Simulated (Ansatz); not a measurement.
FSr, charge +1, singlet, at a GFN2-xTB geometry (such geometries of metal compounds can be far from the true shape) (core potentials on Sr); Ansatz (an electronic-structure program) with CASSCF(6,4)/def2-SVP.

Input for Ansatz:
Ansatz 0.2 input:
```yaml
crystal:
  periodic: [false, false, false]
  atoms:
    - {symbol: Sr, position_ang: [-0.00000000, -0.00000000, -0.41292724]}
    - {symbol: F, position_ang: [0.00000000, 0.00000000, 1.74347059]}
basis:
  gaussian:
    orbitals: def2-SVP
hamiltonian:
  xc: hf
total_charge: 1
magnetization: {spin_polarized: false}
correlation: {active_space: {window: {electrons: 6, orbitals: 4}}}
```

It wrote (shortened):

```
Functional definition: HF
357 factors; integrals over basis functions are off by at most 5.5e-4 eV
mean field evaluation 1: about -3514.5625 eV, gradient 8.2e1 eV
mean field evaluation 2: about -3514.5666 eV, gradient 8.2e1 eV
mean field evaluation 4: about -3525.8913 eV, gradient 6.6e0 eV
mean field evaluation 8: about -3525.9597 eV, gradient 1.1e-1 eV
mean field -3525.95975420 eV, -129.5766309855 hartree, gradient 1.2e-6 eV, S^2 0.000000; 0 other end points of the search recorded, 0 dependent functions left out
reference -3525.95975420 eV, -129.5766309855 hartree; 9, 9 occupied and 28, 28 virtual orbitals, 357 factors
state -3526.39052168 eV, -129.5924613984 hartree
Total energy: -3526.39052168 eV, -129.5924613984 hartree
```
